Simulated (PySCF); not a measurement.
Species: C5H6O2.
Geometry (PBE0-D3(BJ)/def2-SVP, Å), atoms numbered from 1 in this order:
```xyz
13
C5H6O2 angstrom
C      2.0934   -0.6130   -0.0473
C      1.2051    0.3106   -0.4361
C     -0.2357    0.3619   -0.1679
C     -0.9790    1.3898   -0.6209
C     -0.9002   -0.7203    0.6211
O     -0.3376   -1.6326    1.1731
O     -2.2341   -0.5869    0.6741
H      3.1427   -0.5090   -0.3344
H      1.8016   -1.4723    0.5568
H      1.5616    1.1553   -1.0370
H     -2.0513    1.4419   -0.4317
H     -0.5160    2.1999   -1.1909
H     -2.5506   -1.3219    1.2204
```

Computed with PySCF at wB97X-D/def2-SVPD, non-relativistic, on one gas-phase PBE0-D3(BJ)/def2-SVP geometry that isn't relaxed in the solvent. The solvent is an IEF-PCM continuum (van der Waals radii × 1.2), and excitations are vertical TDDFT with non-equilibrium linear response and a frozen core. Specific hydrogen bonds and non-electrostatic terms are outside this model.

Gas-phase singlets (H = HOMO, L = LUMO):

| state | E (eV) | λ (nm) | f | leading configuration |
| --- | --- | --- | --- | --- |
| S1 | 5.010 | 247 | 0.001 | H-1→L 86% |
| S2 | 5.130 | 242 | 0.243 | H→L 94% |
| S3 | 6.645 | 187 | 0.295 | H→L+1 92% |
| S4 | 6.875 | 180 | 0.001 | H-1→L+1 62% |
| S5 | 7.082 | 175 | 0.223 | H-2→L 90% |

Task: Give the list for benzene (ε = 2.271), n² = 2.25.

Result: 
```
state  E (eV)  λ (nm)      f  leading configuration  change by rank (eV)
   S1   4.995     248  0.353                H→L 96%               -0.015
   S2   5.059     245  0.004              H-1→L 86%               -0.071
   S3   6.484     191  0.355              H→L+1 96%               -0.161
   S4   6.880     180  0.002            H-1→L+1 61%               +0.005
   S5   7.027     176  0.251              H-2→L 91%               -0.055
```

Task: Give the list for water (ε = 78.36), n² = 1.78.

Result: 
```tsv
state	E (eV)	λ (nm)	f	leading configuration	change by rank (eV)
S1	5.063	245	0.318	H→L 95%	+0.053
S2	5.123	242	0.004	H-1→L 86%	-0.007
S3	6.486	191	0.348	H→L+1 95%	-0.159
S4	6.886	180	0.001	H-1→L+1 60%	+0.011
S5	7.098	175	0.237	H-2→L 91%	+0.016
```

Task: The ground-state energy changes by -0.281 eV from gas to water. By how much does the total energy of gas-phase S2 change?

Result: E(S2) = E(S0) + excitation energy, so it changes by -0.281 − 0.067 = -0.348 eV: it is lowered more than the ground state, which is what a red shift means. This is the vertical state, with the slow part of the continuum still set for S0.

Task: How do the frontier levels move from gas to water?

Result: 
```tsv
orbital	gas (eV)	solvent (eV)	change (eV)	Löwdin shares, gas	Löwdin shares, solvent
LUMO+2	2.05	2.23	+0.18	O7 33 %, C5 19 %, H13 13 %, O6 11 %	C5 25 %, O7 24 %, O6 14 %, C4 10 %
LUMO+1	1.86	1.81	-0.05	C1 24 %, C2 23 %, C5 16 %, O6 12 %	C1 24 %, C2 24 %, C5 16 %, O6 12 %
LUMO	-0.04	-0.01	+0.03	C4 31 %, C3 18 %, C5 12 %, O6 10 %	C4 31 %, C3 17 %, C5 12 %, O6 10 %
HOMO	-8.92	-8.92	0.00	C1 28 %, C2 24 %, C4 20 %, C3 15 %	C1 28 %, C2 23 %, C4 20 %, C3 16 %
HOMO-1	-10.17	-10.26	-0.09	O6 60 %, O7 11 %, C5 8 %, C3 7 %	O6 57 %, O7 11 %, C5 8 %, C3 7 %
HOMO-2	-11.29	-11.36	-0.07	O6 35 %, C3 13 %, O7 12 %, C2 11 %	O6 33 %, C3 15 %, C2 12 %, O7 11 %
HOMO-3	-11.83	-11.80	+0.03	O7 36 %, C3 16 %, C2 12 %, O6 9 %	O7 39 %, C3 14 %, C2 11 %, O6 11 %
```

The HOMO–LUMO gap goes from 8.88 to 8.92 eV. Rows go by rank; for LUMO+1 and LUMO+2 the atom shares or the degeneracy differ between the runs, so the row needn't follow one orbital.

wB97X-D is run here without its empirical dispersion term; that term would change no orbital, density or response property at a fixed geometry.
